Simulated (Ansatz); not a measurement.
Two structures of ZnH3BrO, singlet, reached by relaxing down either side of one saddle point (PBE0-D4/def2-TZVP). Energies are electronic, without zero-point energy. Program: Ansatz 0.2.0. Basis: def2-TZVPP and def2-QZVPP. Cores are frozen in the correlated methods. The 3s and 3p shells of Cu and Zn are frozen; filled d shells are correlated. The def2 sets are not built for correlating such inner shells, so the correlated values are less sure here. Extrapolation: Hartree–Fock as exp(−7.88 √X), correlation as X^−2.97. First:

Zn1  (0.380, -0.219, 0.926)
H2  (0.233, 0.837, 2.010)
O3  (0.606, -1.528, -0.274)
H4  (-1.373, 2.260, -1.161)
Br5  (-0.900, 0.968, -1.525)
H6  (1.055, -2.319, 0.024)
(Å)

Second:

| atom | x (Å) | y (Å) | z (Å) |
| --- | --- | --- | --- |
| Zn1 | -0.1050 | -0.4436 | -1.0150 |
| H2 | -0.0290 | 1.1526 | 1.6025 |
| O3 | 0.7458 | -1.7601 | -0.1923 |
| H4 | -0.3780 | 1.5627 | 1.0831 |
| Br5 | -1.1688 | 1.0979 | -2.2138 |
| H6 | 0.9349 | -1.6096 | 0.7355 |

Q: Which bonds change from the first to the second?

A: ZnH₂O ([OH][ZnH]) + HBr → ZnHBrO ([OH][Zn][Br]) + H₂; bonds formed: Zn1–Br5, H2–H4; bonds broken: Zn1–H2, H4–Br5.

Q: Give the saddle point's structure and its height above each. (To be estimated.)

A: The calculation gives: 53.8 kJ/mol above the first and 166.1 kJ/mol above the second (CCSD(T) at an estimated basis limit (MP2 extrapolated from triple and quadruple zeta, plus CCSD(T) − MP2 in triple zeta)).
Zn1  (0.122, -0.147, 0.184)
H2  (-0.226, 1.204, 1.039)
O3  (0.733, -1.768, -0.206)
H4  (-0.672, 1.512, 0.028)
Br5  (-1.115, 1.419, -1.571)
H6  (1.158, -2.220, 0.526)
(Å)

The T1 diagnostic stays at or below 0.015. The end structure is not quite a true minimum (one mode of 47i cm⁻¹).

Labels in which every atom is bracketed show which atoms are joined, not bond orders.

For scale, one of the runs: CCSD(T)/def2-TZVPP, 185 basis functions, launched by `ansatz run in.yaml --threads 4 --pin off --events-out ev --progress --plain --max-ram 9574MiB`. Hardware: 4 CPU threads of an Intel Xeon, shared host. Wall time 82 s; peak host memory 2 GiB.
